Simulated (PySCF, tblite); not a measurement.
Species: C₄H₇FOSi.
Numbering: `[CH2:1]=[CH:2][C:3](=[O:4])[Si@@H:5]([CH3:6])[F:7]` (hydrogens: H8, H9 on C1; H10 on C2; H11 on Si5; H12, H13, H14 on C6)

Geometry (GFN2-xTB, Å), atoms numbered from 1 in this order:
```xyz
14
C4H7FOSi angstrom
C      2.867   -0.434   -0.038
C      1.635   -0.130    0.354
C      0.592    0.281   -0.611
O      0.787    0.258   -1.814
Si    -1.116    0.854    0.067
C     -2.419   -0.488   -0.218
F     -0.930    1.042    1.670
H      3.644   -0.723    0.650
H      3.123   -0.394   -1.085
H      1.345   -0.149    1.394
H     -1.455    2.179   -0.425
H     -3.394   -0.163    0.135
H     -2.511   -0.730   -1.272
H     -2.167   -1.404    0.311
```

Level of theory: B3LYP/def2-SVPD in PySCF (dipole) on a GFN2-xTB geometry, gas phase.

Take the most abundant isotopes and a rigid rotor. The values belong to one conformer with, in the numbering `[CH2:1]=[CH:2][C:3](=[O:4])[Si@@H:5]([CH3:6])[F:7]`, C1–C2–C3–O4 6°, C2–C3–Si5–C6 -106°.

(1) What are A, B and C (MHz)?

(2) Classify the top.

(3) What does the inertial defect say?

(4) Where do the levels up to J = 5 lie, in MHz?

(5) Predict some low-J microwave lines.

(6) Estimate the classical rotational partition function at 25 K, 100 K and 298.15 K.

Answers

(1) Ia = 145.52, Ib = 366.12, Ic = 445.00 u·Å²; 505379 MHz·u·Å²/I gives A = 3473, B = 1380, C = 1136 MHz.

(2) An asymmetric top: κ = (2 × 1380 − 3473 − 1136)/(3473 − 1136) = -0.79.

(3) Not planar: Δ = Ic − Ia − Ib = -66.64 u·Å². For a rigid frame Δ = −2 Σ m c², so Σ m c² = 33.32 u·Å² lies off the ab plane: 9.67 from hydrogen and 23.65 from heavier atoms. The atom farthest from that plane is 1.97 Å away.

(4) Above 0(0,0):
J = 1: 1(0,1) 2516, 1(1,1) 4609, 1(1,0) 4853
J = 2: 2(0,2) 7528, 2(1,2) 9396, 2(1,1) 10130, 2(2,1) 16408, 2(2,0) 16428
J = 3: 3(0,3) 14996, 3(1,3) 16565, 3(1,2) 18032, 3(2,2) 23956, 3(2,1) 24056, 3(3,1) 35043, 3(3,0) 35044
J = 4: 4(0,4) 24866, 4(1,4) 26102, 4(1,3) 28542, 4(2,3) 34004, 4(2,2) 34299, 4(3,2) 45144, 4(3,1) 45151, 4(4,1) 60615, 4(4,0) 60615
J = 5: 5(0,5) 37077, 5(1,5) 37992, 5(1,4) 41634, 5(2,4) 46539, 5(2,3) 47202, 5(3,3) 57784, 5(3,2) 57813, 5(4,2) 73240, 5(4,1) 73240, 5(5,1) 93132, 5(5,0) 93132
The levels of one J sum to (2J + 1)J(J + 1)(A + B + C)/3.

(5) The dipole components are |μa| = 0.19 D, |μb| = 0.66 D, |μc| = 1.15 D. Intensities carry the squares of the components, which stand as 0.03 : 0.32 : 1.00 (a : b : c). Some lines, for components of 0.1 D or more:

```json
{"type": "a", "branch": "Q", "J(Ka,Kc)": "2(1,1) ← 2(1,2)", "MHz": "734", "lower level (cm⁻¹)": "0.313"}
{"type": "c", "branch": "Q", "J(Ka,Kc)": "2(1,2) ← 2(0,2)", "MHz": "1868", "lower level (cm⁻¹)": "0.251"}
{"type": "b", "branch": "Q", "J(Ka,Kc)": "1(1,0) ← 1(0,1)", "MHz": "2337", "lower level (cm⁻¹)": "0.084"}
{"type": "a", "branch": "R", "J(Ka,Kc)": "1(0,1) ← 0(0,0)", "MHz": "2516", "lower level (cm⁻¹)": "0.000"}
{"type": "b", "branch": "Q", "J(Ka,Kc)": "2(1,1) ← 2(0,2)", "MHz": "2602", "lower level (cm⁻¹)": "0.251"}
{"type": "b", "branch": "R", "J(Ka,Kc)": "2(0,2) ← 1(1,1)", "MHz": "2919", "lower level (cm⁻¹)": "0.154"}
{"type": "b", "branch": "R", "J(Ka,Kc)": "1(1,1) ← 0(0,0)", "MHz": "4609", "lower level (cm⁻¹)": "0.000"}
{"type": "a", "branch": "R", "J(Ka,Kc)": "2(1,2) ← 1(1,1)", "MHz": "4787", "lower level (cm⁻¹)": "0.154"}
{"type": "a", "branch": "R", "J(Ka,Kc)": "2(0,2) ← 1(0,1)", "MHz": "5012", "lower level (cm⁻¹)": "0.084"}
{"type": "a", "branch": "R", "J(Ka,Kc)": "2(1,1) ← 1(1,0)", "MHz": "5277", "lower level (cm⁻¹)": "0.162"}
{"type": "c", "branch": "Q", "J(Ka,Kc)": "2(2,1) ← 2(1,1)", "MHz": "6278", "lower level (cm⁻¹)": "0.338"}
{"type": "b", "branch": "Q", "J(Ka,Kc)": "2(2,0) ← 2(1,1)", "MHz": "6298", "lower level (cm⁻¹)": "0.338"}
{"type": "b", "branch": "R", "J(Ka,Kc)": "2(1,2) ← 1(0,1)", "MHz": "6880", "lower level (cm⁻¹)": "0.084"}
{"type": "b", "branch": "Q", "J(Ka,Kc)": "2(2,1) ← 2(1,2)", "MHz": "7012", "lower level (cm⁻¹)": "0.313"}
{"type": "c", "branch": "R", "J(Ka,Kc)": "2(1,1) ← 1(0,1)", "MHz": "7614", "lower level (cm⁻¹)": "0.084"}
{"type": "b", "branch": "R", "J(Ka,Kc)": "2(2,1) ← 1(1,0)", "MHz": "11554", "lower level (cm⁻¹)": "0.162"}
{"type": "c", "branch": "R", "J(Ka,Kc)": "2(2,1) ← 1(1,1)", "MHz": "11799", "lower level (cm⁻¹)": "0.154"}
```

(6) Point group C1, symmetry number σ = 1; q = (√π/σ)·√((kT/h)³/(ABC)), k/h = 20836.6 MHz/K: 9030 at 25 K, 72300 at 100 K, 372000 at 298.15 K.

Its GFN2-xTB frequencies are all real (lowest 15 cm⁻¹). Constants of a rigid frame at the computed geometry: no zero-point averaging, no centrifugal distortion. A rigid rotor knows nothing of internal rotation, which can split or shift real lines.
